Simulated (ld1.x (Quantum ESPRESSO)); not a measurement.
**P: excitation energies, all-electron against TM**

- Element: P
- Generator: ld1.x (Quantum ESPRESSO) 7.5
- Type: norm-conserving Troullier–Martins (Kleinman–Bylander form)
- Functional: PBEsol
- Relativity: scalar-relativistic
- Frozen core: [Ne]
- Valence charge: 5
- Reference configuration: 3s2 3p3
- Partial waves: 3s (bound): rc 1.25 bohr; 3p (bound): rc 1.55 bohr
- Local potential: all-electron potential smoothed inside 1.30 bohr (lloc = -1)
- Core correction: a·sin(br)/r model core, default radius (core density twice the valence density)

Energies are relative to the spin-unpolarised reference configuration 3s2 3p3; without spin polarisation the order of configurations can differ from experiment.

```
valence configuration  charge  ΔE all-electron (eV)  error AE − PS (meV)
              3s2 3p2      +1                 9.698                 +4.4
              3s2 3p0      +3                58.515                 +107
            3s2 3p2.5    +0.5                 3.760                 +0.7
              3s0 3p5       0                17.152                 -5.5
              3s1 3p0      +4               110.428                 +225
              3s1 3p3      +1                18.793                 +6.8
```

Problem. What are ΔE and the potential's error for 3s2 3p1?

Solution. ΔE = 28.810 eV all-electron; the error (AE − PS) is +31 meV.
